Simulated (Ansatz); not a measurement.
Ansatz results at the PBE0-D4/def2-TZVP geometry: size of the dipole moment (PBE/def2-TZVPP) 2.59 D; size of the dipole moment (B3LYP/def2-TZVPP) 2.67 D; size of the dipole moment (ωB97M-V/def2-TZVPP) 2.67 D.

Question: Which molecule gave them?
A. `N#C[SiH](F)Cl`
B. `C[Si](S)(Cl)Cl`
C. `O[Si](F)(F)F`
D. `C[Si](C)(O)O`

Answer: A. The others give `C[Si](S)(Cl)Cl`: 2.21, 2.24, 2.24; `C[Si](C)(O)O`: 1.94, 2.03, 2.04; `O[Si](F)(F)F`: 2.08, 2.14, 2.14.

B3LYP here is the variant with VWN-RPA as its local correlation; programs differ in this.
